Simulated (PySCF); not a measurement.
H₄S₄Sn. Atoms are numbered in the order given.

```xyz
9

S     -0.7516     1.9673    -1.2023
Sn    -0.0068    -0.0119     0.0181
S     -1.1003    -0.2241     2.1769
S     -0.5112    -1.8958    -1.4420
S      2.3675     0.1079     0.5419
H      0.2477     2.7195    -0.6829
H     -2.2566     0.2982     1.7024
H     -0.4148    -1.1160    -2.5458
H      2.6941    -0.5924    -0.5703
```

The structure is a stationary point at B3LYP-D3(BJ)/def2-SVP. The structure was generated by enumeration; whether it is a known compound was not checked. The def2 effective core potentials stand for the cores of Sn; spin–orbit coupling is left out. One conformer was computed; it need not be the lowest.

Method: r2SCAN/def2-TZVP run with PySCF.

ESP charges are fitted to the potential on shells at 1.4 to 2.0 van der Waals radii. Atomic charges (e):

```json
[
 {"atom": "S1", "Mulliken": "-0.39", "Löwdin": "0.01", "ESP fit": "(withheld)"},
 {"atom": "Sn2", "Mulliken": "0.82", "Löwdin": "-0.33", "ESP fit": "(withheld)"},
 {"atom": "S3", "Mulliken": "-0.38", "Löwdin": "0.03", "ESP fit": "(withheld)"},
 {"atom": "S4", "Mulliken": "-0.38", "Löwdin": "0.02", "ESP fit": "(withheld)"},
 {"atom": "S5", "Mulliken": "-0.39", "Löwdin": "0.02", "ESP fit": "(withheld)"},
 {"atom": "H6", "Mulliken": "0.18", "Löwdin": "0.06", "ESP fit": "(withheld)"},
 {"atom": "H7", "Mulliken": "0.18", "Löwdin": "0.06", "ESP fit": "(withheld)"},
 {"atom": "H8", "Mulliken": "0.18", "Löwdin": "0.06", "ESP fit": "(withheld)"},
 {"atom": "H9", "Mulliken": "0.18", "Löwdin": "0.06", "ESP fit": "(withheld)"}
]
```

Task: Some entries are withheld; supply them. (Estimate from the structure and the level; the computed values follow.)

Result: 
- S1, ESP fit: -0.28
- Sn2, ESP fit: 0.25
- S3, ESP fit: -0.20
- S4, ESP fit: -0.24
- S5, ESP fit: -0.20
- H6, ESP fit: 0.17
- H7, ESP fit: 0.17
- H8, ESP fit: 0.18
- H9, ESP fit: 0.14
